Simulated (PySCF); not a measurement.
C5H2F3NS.
Numbering: `[F:1][C:2]([F:3])=[C:4]([F:5])[c:6]1[cH:7][n:8][s:9][cH:10]1` (hydrogens: H11 on C7; H12 on C10)

Structure used (PBE0-D3(BJ)/def2-SVP), in Å, numbered top down from 1:
```
atom  x, y, z in Å
F1     3.297   -0.283    0.305
C2     2.026   -0.514    0.123
F3     1.796   -1.735   -0.296
C4     1.060    0.388    0.340
F5     1.438    1.596    0.768
C6    -0.368    0.207    0.157
C7    -1.061   -0.970   -0.281
N8    -2.364   -0.880   -0.367
S9    -2.851    0.636    0.079
C10   -1.281    1.212    0.402
H11   -0.579   -1.914   -0.543
H12   -1.073    2.224    0.747
```

Theory: TDDFT CAM-B3LYP/def2-SVPD, vertical, gas phase, core orbitals frozen in the response in PySCF.

Each state is given a Gaussian of 0.5 eV full width at half maximum, with ε(max) = 2.175×10⁸ f / Δν̃ (Δν̃ the width in cm⁻¹). The cross-section is σ = 3.8235×10⁻²¹ ε cm², given in Mb (10⁻¹⁸ cm²). The width is an assumption, not a result. The curve ends short of the highest state used, and states not computed would add to its high-energy end.

(λ (nm), σ (Mb)): (217.8, 21.58), (220.7, 16.07), (223.6, 14.33), (226.4, 16.65), (229.3, 22.79), (232.2, 31.44), (235.0, 40.32), (237.9, 47.91), (240.8, 52.10), (243.6, 52.11), (246.5, 48.18), (249.4, 41.33), (252.2, 33.37), (255.1, 25.07), (258.0, 17.74), (260.9, 11.86), (263.7, 7.65), (266.6, 4.63), (269.5, 2.68), (272.3, 1.52), (275.2, 0.81), (278.1, 0.42), (280.9, 0.21), (283.8, 0.10)

Task: Locate the maxima and give the states behind the curve.

Result: 242 nm (5.12 eV), ε about 14000, made up of S1 (100%) (ε in L mol⁻¹ cm⁻¹; maxima over ε = 5, shares over 10%). At its high-energy end, 5.69 eV, the curve is still rising (ε about 5600, from S3). The states used: S1 5.12 eV (f 0.255); S2 5.78 eV (f 0.0022); S3 5.92 eV (f 0.156); S4 5.98 eV (f 0.0001); S5 6.27 eV (f 0.258); S6 6.29 eV (f 0.0029).

Task: What would ε be at 5.12 eV, the highest of these maxima, with half the width (0.25 eV)?

Result: About 27500 L mol⁻¹ cm⁻¹ against 13800, a factor of about 2.00; a lone state at its own centre would give exactly 2.

Task: On this curve, what absorbance would a 10⁻⁴ mol/L sample give at 254 nm over a 1 cm path?

Result: 254 nm is 4.881 eV, where ε is about 7400 L mol⁻¹ cm⁻¹, so A = ε c l ≈ 0.74 (Beer–Lambert, with the gas-phase spectrum and the assumed width).

Task: Coming from long wavelengths, where does ε first pass 100 L mol⁻¹ cm⁻¹?

Result: At about 278 nm (4.45 eV), 0.67 eV below S1.

On Arm Neoverse N1, one thread, shared host with 64 logical CPUs at a one-minute load of 61, this took 2.0 min and 1.1 GiB of memory at its peak.

One conformer stands for the species.
